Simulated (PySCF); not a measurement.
Structure problem from calculated spectra and properties.

Formula: C7H4O3.

| Quantity | Value |
| --- | --- |
| Triplet | lowest triplet excitation (Tamm–Dancoff): 3.13 eV [TDA CAM-B3LYP/def2-SVPD] |
| UV, first state | lowest singlet excitation: 3.78 eV (328 nm, f = 0.000) [TDDFT CAM-B3LYP/def2-SVPD] |
| Rotational structure | rotational constants A, B, C: 2.073, 0.770, 0.634 GHz [GFN2-xTB] |
| UV, strongest line | among the 8 lowest singlet transitions: S3 at 4.96 eV (250 nm, f = 0.262) [TDDFT CAM-B3LYP/def2-SVPD] |
| 13C NMR | chemical shifts (computed TMS as zero) by class: 247.6 (1 C), 192.1 (1 C), 166.4 (1 C), 98.1 (1 C), 97.5 (1 C), 95.5 (1 C), 78.6 (1 C) ppm [GIAO PBE0/pcSseg-1] |
| Polarisability | 98.9 au [CAM-B3LYP/def2-SVPD] |
| Couplings | largest of the computed one-bond spin–spin couplings (means over like bonds): 13C–1H +270.2, 13C–1H +193.6, 13C–1H +187.4, 17O–1H -81.3 Hz [B3LYP/pcJ-1, spin–dipole term left out] |

Gas-phase values; electronic properties from PySCF, density fitting. Levels stand in brackets. Isolated species at its GFN2-xTB geometry (one conformer only). Each NMR value is the plain mean over a class of atoms that symmetry, rotation or inversion makes alike.

**Question.** What is the compound? Reason from the data.

**Answer.** Numbering: `[CH:1]#[C:2][C:3](=[C:4]=[CH:5][C:6](=[O:7])[OH:8])[CH:9]=[O:10]`. Its formula, C7H4O3, gives 6 degrees of unsaturation: 0 rings and 6 π bonds in the structure found. 7 carbons fall into 7 classes; from least to most shielded: central carbon of cumulated double bonds [C4] (247.6 ppm), aldehyde carbon [C9] (192.1 ppm), carboxylic acid carbon [C6] (166.4 ppm), outer carbon of cumulated double bonds [C5] (98.1 ppm), outer carbon of cumulated double bonds [C3] (97.5 ppm), terminal alkyne carbon [C1] (95.5 ppm), alkyne carbon [C2] (78.6 ppm). The couplings run between: +270.2 Hz, terminal alkyne carbon [C1] and its hydrogen; +193.6 Hz, aldehyde carbon [C9] and its hydrogen; +187.4 Hz, outer carbon of cumulated double bonds [C5] and its hydrogen; -81.3 Hz, acid hydroxyl oxygen [O8] and its hydrogen. S1 is mainly HOMO−1→LUMO (weight 0.86); the largest Löwdin shares of the orbital it empties are 0.54 on the aldehyde oxygen, 0.16 on the aldehyde carbon, 0.09 on an outer carbon of cumulated double bonds and 0.08 on the formyl hydrogen, of the orbital it fills 0.25 on the central carbon of cumulated double bonds, 0.18 on the aldehyde carbon, 0.16 on the aldehyde oxygen and 0.15 on an outer carbon of cumulated double bonds. The optimised geometry has point group C1 and is an asymmetric top. Structure: `C#CC(=C=CC(=O)O)C=O`. Computed isomers that give other values at the same levels: `O=Cc1cc2occc2o1` (13C chemical shifts (computed TMS as zero) by class: 183.1 (1 C), 161.7 (1 C), 161.3 (1 C), 156.8 (1 C), 155.2 (1 C), 108.2 (1 C), 104.6 (1 C) ppm). The assignments are read from this structure; whether some other isomer fits the data as well wasn't checked.

Shape of the structure used: `[CH:1]#[C:2][C:3](=[C:4]=[CH:5][C:6](=[O:7])[OH:8])[CH:9]=[O:10]`: C4–C5–C6–O7 179°, C2–C3–C9–O10 -178°, H–O8–C6–C5 -179°.
